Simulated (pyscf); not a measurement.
**[O–Ti(Cl)(Cl)–Cl]•, doublet**

Gas-phase minimum from PySCF at ωB97X-D3(BJ)/def2-SVP, one conformer. Other isomers of [O–Ti(Cl)(Cl)–Cl]• were not searched in full and may lie lower. 

SMILES: [Cl][Ti]([Cl])([Cl])[O]
```xyz
5

O      1.1473     1.1097    -0.6444
Ti     0.7069    -0.3604     0.2429
Cl     0.9478     0.0051     2.3597
Cl    -1.3426    -0.8681    -0.2199
Cl     2.1436    -1.7389    -0.5710
```
Charge 0, spin multiplicity 2.

Bond lengths (Å): O1–Ti2 1.773, Ti2–Cl3 2.162, Ti2–Cl4 2.162, Ti2–Cl5 2.151. Angles (°): O1–Ti2–Cl3 108.8, O1–Ti2–Cl4 108.9, O1–Ti2–Cl5 100.1, Cl3–Ti2–Cl4 110.8, Cl3–Ti2–Cl5 113.9, Cl4–Ti2–Cl5 113.7.

Properties at ωB97X-D3(BJ)/def2-SVP:

```json
{
  "harmonic_wavenumbers_unscaled": "89, 105, 123, 156, 164, 417, 518, 527, 754 cm⁻¹",
  "zero_point_energy": "4.1 kcal/mol",
  "rotational_symmetry_number": "1",
  "Entropy of this conformer at 298 K and 1 atm, rigid rotor and harmonic oscillator, modes under 100 cm⁻¹ raised to 100": "372.8 J/(mol K)",
  "dipole_moment": "0.37 D",
  "Spin expectation value S2": "0.762"
}
```

Single-point totals, which compare only within one level:

```tsv
level	total energy (hartree)
ωB97X-D3(BJ)/def2-TZVP	-2305.53006
PBE/def2-TZVP	-2304.70089
r²SCAN/def2-TZVP	-2305.40399
B3LYP-D3(BJ)/def2-TZVP	-2305.61175
PBE0-D3(BJ)/def2-TZVP	-2304.80570
M06-2X/def2-TZVP	-2305.40339
ωB97M-D3(BJ)/def2-TZVP	-2305.71924
```

Soft torsions are taken as harmonic, which can shift the entropy by several J/(mol K). Open-shell species with a d-block atom are single-reference here; other states, and whether the spin sits on metal or ligand, were not checked.
